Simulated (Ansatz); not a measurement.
`CB(S)Br` + `CF` → `CB(Br)CF` + H₂S  (formal exchange of groups at a B–S bond)

Isolated molecules relaxed with PBE0-D4/def2-TZVP in Ansatz; ΔE leaves out vibrations. CCSD(T)/CBS adds triple-zeta CCSD(T) − MP2 to the extrapolated MP2 energy (def2 sets, frozen cores). This one scheme is used for every species. DFT in def2-TZVPP. B3LYP here is the variant with VWN-RPA as its local correlation; programs differ in this. For Br outer-core shells are correlated without core-valence functions, which leaves a few kJ/mol of doubt a bond. Scalar relativity is left out up to krypton. One conformer a species, not always the lowest.

`CB(S)Br`:

```xyz
8

C     0.784    0.473   -0.122
B    -0.615   -0.007    0.362
S    -1.478   -1.468   -0.191
Br   -1.561    1.033    1.684
H     1.242   -0.177   -0.869
H     0.706    1.482   -0.539
H     1.464    0.554    0.733
H    -0.541   -1.891   -1.058
```

`CF`:

Z-matrix (Å, degrees):
```
C
F 1 1.376
H 1 1.092 2 109.1
H 1 1.092 2 109.1 3 -120.0
H 1 1.092 2 109.1 3 120.0
```

`CB(Br)CF`:

```xyz
10

C    -0.439    0.901    0.982
B     0.432    0.294   -0.142
Br    2.049    1.151   -0.739
C     0.103   -1.055   -0.866
F    -1.064   -1.647   -0.399
H    -0.179    1.921    1.261
H    -0.328    0.262    1.869
H    -1.499    0.839    0.720
H     0.925   -1.772   -0.740
H    -0.001   -0.895   -1.947
```

H₂S:

Z-matrix (Å, degrees):
```
S
H 1 1.341
H 1 1.341 2 92.3
```

Task: Is it downhill or uphill in electronic energy at CCSD(T)/CBS, and by how much? (Best estimate.)

Result: Ansatz gave: Uphill: ΔE = +75.9 kJ/mol.

Task: What do these levels give: r2SCAN-D4, B3LYP-D4, ωB97X-V, PBE, r2SCAN, PBE0, MP2/def2-TZVPP, CCSD/def2-TZVPP, HF/def2-QZVPP, MP2/def2-QZVPP, MP2/CBS(def2), CCSD/CBS(def2)? (Estimate.)

Result: Computed: r2SCAN-D4 75.7, B3LYP-D4 74.5, ωB97X-V 71.2, PBE 76.6, r2SCAN 75.8, PBE0 76.1, MP2/def2-TZVPP 82.4, CCSD/def2-TZVPP 72.3, HF/def2-QZVPP 69.3, MP2/def2-QZVPP 82.7, MP2/CBS(def2) 83.1, CCSD/CBS(def2) 73.0 kJ/mol.

Largest T1 diagnostic among the species: 0.011.

In def2-TZVPP, CCSD(T) changes the Hartree–Fock value by +5.6 kJ/mol (the triples alone add +2.9 kJ/mol) and MP2 by +12.8 kJ/mol.
